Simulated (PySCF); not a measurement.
An unknown is described by computed data only.

Formula: C4H7BO2S2Si.

| Property | Result |
| --- | --- |
| UV, first state | lowest singlet excitation: 5.03 eV (247 nm, f = 0.331) [TDDFT wB97X-D/def2-SVPD] |
| 13C NMR | chemical shifts (computed TMS as zero) by class: 146.9 (1 C), 146.5 (1 C), 144.2 (1 C), 143.6 (1 C) ppm [GIAO PBE0/pcSseg-1] |
| Rotational structure | rotational constants A, B, C: 2.140, 0.398, 0.378 GHz [PBE0-D3(BJ)/def2-SVP] |
| Valence photoelectron | vertical ionisation energy: 8.67 eV [ΔSCF wB97X-D/def2-SVPD] |
| NMR, other nuclei | isotropic shieldings of nuclei other than C and H, by class: 77 (1 B), 223 (2 O), 389 (1 Si), 231 (1 S), 638 (1 S) ppm [GIAO PBE0/pcSseg-1] |
| Triplet | lowest triplet excitation (Tamm–Dancoff): 3.38 eV [TDA wB97X-D/def2-SVPD] |

Gas-phase values; electronic properties from PySCF, density fitting. Levels stand in brackets. Geometry: PBE0-D3(BJ)/def2-SVP, one conformer, isolated molecule. NMR values are class means; diastereotopic atoms form classes of their own.

Task: Give a SMILES that accounts for the data.

Result: Numbering: `[OH:1][B:2]([OH:3])[c:4]1[cH:5][cH:6][c:7]([S:8][SiH3:9])[s:10]1`. 4 carbons fall into 4 classes; from least to most shielded: substituted aromatic carbon [C7] (146.9 ppm), substituted aromatic carbon [C4] (146.5 ppm), aromatic CH carbon [C5] (144.2 ppm), aromatic CH carbon [C6] (143.6 ppm). The other shieldings belong to: 77 ppm, three-coordinate boron [B2]; 223 ppm, boron-bound oxygen [O1/O3]; 389 ppm, SiH3 silicon [Si9]; 231 ppm, thiophene-type sulfur [S10]; 638 ppm, sulfur bonded to C and Si [S8]. The first electron is taken from the HOMO, whose largest Löwdin shares are 0.24 on a substituted aromatic carbon, 0.22 on a substituted aromatic carbon, 0.13 on an aromatic CH carbon and 0.12 on the sulfur bonded to C and Si. The optimised geometry has point group C1 and is an asymmetric top. Structure: `OB(O)c1ccc(S[SiH3])s1`. The assignments are read from this structure; whether some other isomer fits the data as well wasn't checked.

The values belong to the conformer `[OH:1][B:2]([OH:3])[c:4]1[cH:5][cH:6][c:7]([S:8][SiH3:9])[s:10]1`: O1–B2–C4–C5 177°, C6–C7–S8–Si9 91°, H–O1–B2–O3 179°, H–O3–B2–O1 0°.
